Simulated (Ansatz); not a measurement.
**Telling isomers of CH5BBe apart by their spectra**

These gas-phase data were calculated for one isomer of CH5BBe at BLYP-D3(BJ)/def2-SVP (harmonic, unscaled wavenumbers; equilibrium rotational constants with average atomic masses):

| Item | Value |
| --- | --- |
| rotational constants | 44.6, 7.353, 6.565 GHz |
| all wavenumbers above 1500 cm⁻¹ | 3031, 2975, 2865, 2447, 2092 |
| dipole moment | 0.88 D (PBE0/def2-TZVPD) |

Candidates:

(1) `[BeH][CH2]B`, a singlet
(2) `[BeH][BH]C`, a singlet

Q: Which structure fits?

A: Candidate (2). 3 modes lie between 2750 and 3290 cm⁻¹, one for each C–H bond, while (1) has 2.

The same quantities for all candidates:

|  | rotational constants (GHz) | wavenumbers above 1500 cm⁻¹ | dipole (D) | E above the lowest, BLYP-D3(BJ)/def2-SVP (kcal/mol) |
| --- | --- | --- | --- | --- |
| (1) | 31.37, 10.39, 8.873 | 2992, 2922, 2560, 2486, 2157 | 1.21 | 0.0 |
| (2) | 44.6, 7.353, 6.565 | 3031, 2975, 2865, 2447, 2092 | 0.88 | 20.5 |

Each candidate is one conformer. Programs: Ansatz 0.2.0.
